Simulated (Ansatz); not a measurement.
Cu₅⁺: single points at one geometry.

```yaml
crystal:
  periodic: [false, false, false]
  atoms:
    - {symbol: Cu, position_ang: [0.787724, 1.207700, -1.876642]}
    - {symbol: Cu, position_ang: [-1.830244, -0.130698, 1.495161]}
    - {symbol: Cu, position_ang: [-1.126343, -2.031835, 0.466375]}
    - {symbol: Cu, position_ang: [2.166139, 0.957346, -0.086232]}
    - {symbol: Cu, position_ang: [0.002734, -0.002503, 0.001329]}
basis:
  gaussian: {orbitals: def2-SVP, initial_orbitals: start.molden}
total_charge: 1
correlation: {method: ccsd_t, frozen_orbitals: {Cu: 9}}
scf: {omitted_lower_state_checks: [starts]}
output: {orbitals: {seedname: orbitals}}
```

The file start.molden holds the orbitals of an earlier run on this structure, at another level or in another basis.

```sh
$ ansatz run in.yaml --threads 4 --pin off --events-out ev --progress --plain --max-ram 8704MiB
```

It prints (some lines left out):

```
Functional definition: HF
1730 factors; integrals over basis functions are off by at most 8.0e-4 eV
mean field evaluation 1: about -222948.6604 eV, gradient 4.2e1 eV
mean field evaluation 2: about -222952.0145 eV, gradient 4.3e0 eV
mean field evaluation 4: about -222952.6990 eV, gradient 1.7e0 eV
mean field evaluation 8: about -222952.7133 eV, gradient 4.3e-4 eV
mean field -222952.71331784 eV, -8193.3610916537 hartree, gradient 3.9e-6 eV, S^2 0.000000; 0 other end points of the search recorded, 0 dependent functions left out
45 core orbitals not correlated: weight in the atoms' cores, before any rotation towards them, 1.000 or more for the frozen orbitals, at most 0.000 for the correlated occupied ones
reference -222952.71331784 eV, -8193.3610916537 hartree; 27, 27 occupied and 83, 83 virtual orbitals, 1730 factors
second order -42.56939301 eV of doubles, -0.00000000 eV of singles
cycle   1  -35.01509026 eV  change     7.6e0 eV  update   3.1e-1
cycle   2  -37.50533370 eV  change    -2.5e0 eV  update   1.7e-1
cycle   3  -37.75042249 eV  change   -2.5e-1 eV  update   5.7e-2
cycle   4  -37.74375917 eV  change    6.7e-3 eV  update   3.0e-2
cycle   5  -37.69459918 eV  change    4.9e-2 eV  update   1.6e-2
cycle   6  -37.68989894 eV  change    4.7e-3 eV  update   9.7e-3
cycle   7  -37.70729928 eV  change   -1.7e-2 eV  update   4.6e-3
cycle   8  -37.70832202 eV  change   -1.0e-3 eV  update   2.4e-3
cycle   9  -37.70556441 eV  change    2.8e-3 eV  update   1.6e-3
cycle  10  -37.70660815 eV  change   -1.0e-3 eV  update   8.6e-4
cycle  11  -37.70768769 eV  change   -1.1e-3 eV  update   5.5e-4
cycle  12  -37.70627754 eV  change    1.4e-3 eV  update   2.8e-4
cycle  13  -37.70588990 eV  change    3.9e-4 eV  update   1.6e-4
cycle  14  -37.70650086 eV  change   -6.1e-4 eV  update   7.5e-5
cycle  15  -37.70624343 eV  change    2.6e-4 eV  update   4.7e-5
cycle  16  -37.70625036 eV  change   -6.9e-6 eV  update   1.9e-5
perturbative correction -2.11719306 eV, -0.0778054097 hartree
Total energy: -222992.53676126 eV, -8194.8245762060 hartree
Checks for a lower state left out: starts
```

It took 26 s on 4 threads of Arm Neoverse V2 on a shared host, peak host memory 1 GiB.

First input, but with `gaussian: {orbitals: def2-TZVP, initial_orbitals: start.molden}`, `hamiltonian: {xc: r2scan, dispersion: d4}` and without the key `correlation` (abridged; 7.5 s):

```
Functional definition: r2SCAN
mean field -223198.97193394 eV, -8202.4109288754 hartree, gradient 2.7e-5 eV, S^2 0.000000
Total energy: -223199.01883849 eV, -8202.4126525856 hartree
Checks for a lower state left out: starts
```

The first input with `gaussian: {orbitals: def2-TZVP, initial_orbitals: start.molden}`, `hamiltonian: {xc: pbe, dispersion: d4}`, `output: {forces: true, orbitals: {seedname: orbitals}}` and without the key `correlation` (abridged; 4 s):

```
Functional definition: PBE
mean field -223168.19469333 eV, -8201.2798861444 hartree, gradient 6.5e-5 eV, S^2 0.000000
Total energy: -223168.42799599 eV, -8201.2884598590 hartree
Atom 0 force    -0.106407     0.154146    -0.425451 eV/Å
Atom 1 force    -0.276382     0.241499     0.285367 eV/Å
Atom 2 force    -0.016682    -0.455215    -0.090911 eV/Å
Atom 3 force     0.398688     0.060495     0.230514 eV/Å
Atom 4 force     0.000782    -0.000925     0.000481 eV/Å
Dipole moment:    -0.000892     0.000830    -0.000440 e Å
Checks for a lower state left out: starts
```

First input, but with `gaussian: {orbitals: def2-TZVP, initial_orbitals: start.molden}`, `hamiltonian: {xc: {name: r2SCAN0}, dispersion: d4}` and without the key `correlation` (abridged; 12 s):

```
Functional definition: r2SCAN0
mean field -223191.39529348 eV, -8202.1324924742 hartree, gradient 2.5e-5 eV, S^2 0.000000
Total energy: -223191.45810447 eV, -8202.1348007354 hartree
Checks for a lower state left out: starts
```

As the first input, with `gaussian: {orbitals: def2-TZVP, initial_orbitals: start.molden}`, `hamiltonian: {xc: {name: B2PLYP}}`, `correlation: {frozen_orbitals: {Cu: 9}}` and without the key `output` (abridged; 11 s):

```
Functional definition: B2PLYP
mean field -223139.81739669 eV, -8200.2370397278 hartree, gradient 2.8e-6 eV, S^2 0.000000
45 core orbitals not correlated: weight in the atoms' cores, before any rotation towards them, 1.000 or more for the frozen orbitals, at most 0.000 for the correlated occupied ones
second order -73.04713695 eV of doubles, -0.00000000 eV of singles
Total energy: -223159.54030293 eV, -8200.9618431633 hartree
Checks for a lower state left out: starts
```

First input, but with `gaussian: {orbitals: def2-TZVP, initial_orbitals: start.molden}`, `hamiltonian: {xc: pbe0, dispersion: d4}` and without the key `correlation` (abridged; 8 s):

```
Functional definition: PBE0
mean field -223167.26790081 eV, -8201.2458271476 hartree, gradient 2.7e-5 eV, S^2 0.000000
Total energy: -223167.47131024 eV, -8201.2533023062 hartree
Checks for a lower state left out: starts
```

Geometry: PBE-D4/def2-SVP.

Correlated methods freeze 45 core orbitals. The structure comes from a short search, and lower isomers may exist.
